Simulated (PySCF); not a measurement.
## Unknown compound

The spectra below were simulated for a compound C$_{4}$H$_{13}$NOSi$_{3}$.

¹H NMR (300 MHz, computed): δ 4.97 (s, 2H), 4.82 (s, 6H), 2.22 (m, 1H), 1.20 (m, 2H), 1.17 (m, 2H).

¹³C{¹H} NMR (computed): δ 247.3 (C), 35.4 (CH), 10.9 (CH2).

Theoretical values (PySCF 2.14.0 with density-fitted response routines): geometry from GFN2-xTB, shielding tensors at PBE0/pcSseg-1 (GIAO). A single conformation, equivalent nuclei averaged, no relativistic terms, no solvent model.

References, each an isolated molecule treated in the same way: TMS for ¹H (σ = 31.72 ppm), ¹³C (σ = 186.93 ppm).

Task: Propose a structure and justify it.

Result: 
1. Rings plus π bonds: 2 (1 ring in the answer).
2. 3 carbon signals for 4 carbons: some carbons are equivalent by symmetry or fast rotation.
3. Carbon types of the structure: 1 × C, 1 × CH, 2 × CH2, leaving 8 H on heteroatoms.
4. δC 247.3: carbonyl carbon.
5. δC 35.4, 10.9: three-membered-ring carbon.
6. δH 4.97: hydrogen on a silicon bonded to C, N.
7. δH 4.82: hydrogen on a silicon bonded to N.
8. δH 2.22, 1.20, 1.17: hydrogen on a three-membered-ring carbon.

Structure: `O=C([SiH2]N([SiH3])[SiH3])C1CC1`.

The data come from this structure; uniqueness wasn't tested.

Shifts are as computed. Against solution values, carbons near 30 ppm lie about +3 ppm off and those near 130 ppm about +5 ppm. Of 1211 compounds with measured shifts, 218 miss one by over three times the rms of a fit or turn the order of signals round; such compounds aren't used in these exercises. No couplings were computed; multiplicities are counted from neighbouring protons, with m where these are inequivalent, close in shift, in a saturated or five-membered ring or joined by F or P, and br s for small geminal =CH2 splittings.
